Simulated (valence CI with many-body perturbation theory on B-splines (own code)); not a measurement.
## Br²⁺: electric-dipole lines

Method: configuration interaction combined with many-body perturbation theory (CI+MBPT): five valence electrons over a frozen Dirac-Fock core [Ar] 3d10, a basis of 9 s, 9 p, 8 d, 6 f, 3 g, 1 h functions for each j, with the one-electron correlation potential Σ1, the two-electron term Σ2, the three-electron term Σ3, Breit, model QED; selected CI, second order for the rest, scaled by the run's own slope (own B-spline code, finite nucleus).

Against 9 measured levels this calculation errs by 360 cm⁻¹ on average and by 875 at most. These come from a selection out of Moore, Atomic Energy Levels, vol. II, NSRDS-NBS 35 (1971 reprint of NBS Circular 467, 1952), an old analysis. Levels without a partner in it may be off by more. Among the levels kept, up to 1400 cm⁻¹ of a level comes from second order outside the variational space, and about a tenth of that is noise between levels of different J, which matters for small intervals. 6 measured levels below the end of the list, from 141997 cm⁻¹ on, found no clear computed partner, and computed levels of the same name lie up to 2024 cm⁻¹ from them.

Lines 1 to 50 of 268 in falling wavelength, among levels below 183767 cm⁻¹, chosen from the strongest by gf and those to the six lowest levels. Wavelengths and rates use the calculated energies, so an error of 400 cm⁻¹ moves a line at 391.4 nm by 1.6 % and its rate by three times that or more. Electric multipoles are in the length gauge, E1 and E2 with the static RPA response of the core. Weak lines are less certain than strong ones. Lines between different terms over intervals too small for the method are left out, as are lines whose strength nearly cancels. The highest levels of a list are the least certain.

Names give the largest LS component (configuration and term), which can be under half, so a name can repeat, a term be missing and a line seem to break the LS rules; names also repeat where a configuration has a term twice. Letters in brackets count levels of one name in rising energy.

```csv
λ vac (nm),λ from measured levels,Upper,Lower,A (s⁻¹),S (a.u.) with core polarisation,S without
1598,,4s²4p²5p ²D°_5/2,4s²4p²4d ²F_7/2 [b],5.15e+05,6.21e+00,6.19e+00
957.4,,4s²4p²4d ²P_3/2 [c],4s²4p²5p ²S°_1/2,5.90e+05,1.02e+00,1.02e+00
930.2,,4s²4p²5p ²P°_3/2,4s²4p²4d ²P_3/2 [b],6.01e+05,9.54e-01,9.55e-01
858.3,,4s²4p²5p ²D°_5/2,4s²4p²4d ²D_5/2 [a],4.35e+05,8.14e-01,8.13e-01
781.1,,4s²4p²5p ²P°_3/2,4s²4p²4d ²D_5/2 [a],9.77e+06,9.19e+00,9.15e+00
720.4,,4s²4p²5p ²D°_3/2 [a],4s²4p²4d ⁴P_5/2,3.50e+06,2.58e+00,2.57e+00
717.7,,4s²4p²5p ⁴P°_1/2,4s²4p²4d ⁴P_3/2,4.72e+06,1.72e+00,1.72e+00
668.9,,4s²4p²5p ⁴P°_5/2,4s²4p²4d ⁴P_3/2,1.30e+06,1.15e+00,1.14e+00
652.5,,4s²4p²5p ²D°_3/2 [a],4s²4p²5s ²D_5/2,2.36e+06,1.29e+00,1.29e+00
652.2,,4s²4p²5p ²D°_3/2 [b],4s²4p²4d ⁴P_5/2,5.02e+06,2.75e+00,2.74e+00
645.9,,4s²4p²5p ²P°_1/2,4s²4p²4d ²D_3/2 [a],1.35e+07,3.60e+00,3.58e+00
635.2,,4s²4p²5p ⁴S°_3/2,4s²4p²4d ⁴P_1/2,8.17e+06,4.14e+00,4.12e+00
625.6,,4s²4p²5p ⁴P°_5/2,4s²4p²4d ⁴P_5/2,2.86e+06,2.07e+00,2.07e+00
609.4,,4s²4p²5p ⁴S°_3/2,4s²4p²4d ⁴P_3/2,9.72e+06,4.34e+00,4.33e+00
596.4,,4s²4p²5p ²D°_3/2 [b],4s²4p²5s ²D_3/2,3.68e+06,1.54e+00,1.54e+00
578.5,,4s²4p²5p ²S°_1/2,4s²4p²5s ²P_3/2,1.48e+07,2.83e+00,2.83e+00
574.0,,4s²4p²5p ⁴P°_5/2,4s²4p²5s ²D_3/2,1.06e+06,5.96e-01,5.95e-01
573.7,,4s²4p²5p ⁴P°_5/2,4s²4p²5s ²D_5/2,7.15e+06,4.00e+00,4.00e+00
549.9,,4s²4p²5p ²D°_5/2,4s²4p²4d ⁴P_3/2,2.95e+06,1.45e+00,1.45e+00
521.2,,4s²4p²5p ⁴D°_1/2,4s²4p²5s ²P_3/2,7.22e+06,1.01e+00,1.01e+00
520.3,,4s²4p²5p ²D°_5/2,4s²4p²4d ⁴P_5/2,1.11e+07,4.61e+00,4.61e+00
497.3,,4s²4p²5p ²S°_1/2,4s²4p²5s ²P_1/2,2.11e+07,2.56e+00,2.57e+00
490.9,,4s²4p²5p ²P°_3/2,4s²4p²4d ⁴P_5/2,1.84e+06,4.29e-01,4.29e-01
483.9,,4s²4p²5p ²D°_5/2,4s²4p²5s ²D_5/2,3.26e+06,1.09e+00,1.10e+00
459.8,,4s²4p²5p ²D°_5/2,4s²4p²4d ²G_7/2,1.98e+06,5.70e-01,5.67e-01
458.6,,4s²4p²5p ²P°_3/2,4s²4p²5s ²D_3/2,2.47e+06,4.71e-01,4.68e-01
458.4,,4s²4p²5p ²P°_3/2,4s²4p²5s ²D_5/2,9.01e+06,1.71e+00,1.72e+00
454.4,,4s²4p²5p ⁴D°_1/2,4s²4p²5s ²P_1/2,1.36e+07,1.26e+00,1.26e+00
453.5,,4s²4p²5p ²P°_1/2,4s²4p²5s ²D_3/2,3.60e+07,3.32e+00,3.32e+00
440.7,,4s²4p²5p ²D°_3/2 [a],4s²4p²5s ²P_3/2,7.01e+06,1.19e+00,1.19e+00
420.6,,4s²4p²5p ⁴P°_1/2,4s²4p²5s ²P_3/2,6.46e+06,4.74e-01,4.76e-01
414.2,,4s²4p²5p ²D°_3/2 [b],4s²4p²5s ²P_3/2,1.44e+07,2.02e+00,2.03e+00
403.3,,4s²4p²5p ⁴P°_5/2,4s²4p²5s ²P_3/2,3.59e+07,6.97e+00,7.00e+00
393.7,,4s²4p²5p ⁴D°_1/2,4s²4p²5s ⁴P_3/2,2.73e+07,1.65e+00,1.65e+00
392.0,,4s²4p²5p ²D°_3/2 [a],4s²4p²5s ²P_1/2,3.20e+07,3.80e+00,3.83e+00
391.4,389.9,4s²4p²5p ⁴D°_5/2,4s²4p²5s ⁴P_5/2,1.34e+07,2.38e+00,2.39e+00
388.0,,4s²4p²5p ²S°_1/2,4s²4p²5s ⁴P_1/2,5.30e+07,3.06e+00,3.07e+00
383.5,,4s²4p²5p ⁴D°_3/2,4s²4p²5s ⁴P_3/2,3.81e+07,4.25e+00,4.27e+00
380.9,,4s²4p²5p ⁴S°_3/2,4s²4p²5s ²P_3/2,3.78e+06,4.13e-01,4.13e-01
379.9,,4s²4p²5p ²D°_3/2 [a],4s²4p²5s ⁴P_5/2,3.89e+06,4.21e-01,4.28e-01
376.0,,4s²4p²5p ⁴P°_1/2,4s²4p²5s ²P_1/2,1.46e+07,7.67e-01,7.71e-01
370.9,,4s²4p²5p ²D°_3/2 [b],4s²4p²5s ²P_1/2,8.86e+07,8.93e+00,8.97e+00
363.0,,4s²4p²5p ⁴D°_3/2,4s²4p²4d ⁴D_3/2,4.56e+06,4.31e-01,4.31e-01
361.4,,4s²4p²5p ⁴D°_1/2,4s²4p²5s ⁴P_1/2,1.07e+08,4.96e+00,4.99e+00
360.1,,4s²4p²5p ²D°_3/2 [b],4s²4p²5s ⁴P_5/2,3.22e+06,2.96e-01,2.95e-01
360.0,,4s²4p²5p ⁴D°_3/2,4s²4p²4d ⁴D_1/2,1.55e+07,1.43e+00,1.43e+00
357.9,,4s²4p²5p ⁴D°_7/2,4s²4p²4d ²F_7/2 [a],5.63e+06,1.02e+00,1.02e+00
357.7,356.3,4s²4p²5p ⁴D°_7/2,4s²4p²5s ⁴P_5/2,1.91e+08,3.46e+01,3.48e+01
356.8,,4s²4p²5p ²D°_5/2,4s²4p²5s ²P_3/2,1.11e+08,1.49e+01,1.50e+01
355.4,354.1,4s²4p²5p ⁴D°_5/2,4s²4p²5s ⁴P_3/2,1.76e+08,2.34e+01,2.35e+01
```
